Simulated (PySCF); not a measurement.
Bi(Me)3, SMILES [CH3][Bi]([CH3])[CH3] (C3H9Bi) (PBE0/def2-SVP optimised geometry):

```
13

Bi    -0.745    -0.834     0.000
C      1.531    -0.834     0.000
H      1.897    -0.543     0.995
H      1.898    -0.121    -0.752
H      1.897    -1.843    -0.238
C     -0.869    -0.966    -2.269
H     -0.182    -0.235    -2.717
H     -1.898    -0.753    -2.592
H     -0.592    -1.980    -2.592
C     -0.869     1.438     0.000
H     -0.182     1.843    -0.756
H     -0.593     1.820     0.993
H     -1.898     1.748    -0.232
```

Level of theory: PBE0/def2-TZVP, def2 effective core potentials past Kr (PySCF).

What are the frontier orbital energies and the dipole moment?

HOMO-2 -7.72 eV, HOMO-1 -7.72 eV, HOMO -6.60 eV, LUMO 0.12 eV, LUMO+1 0.12 eV; dipole moment 0.26 D.
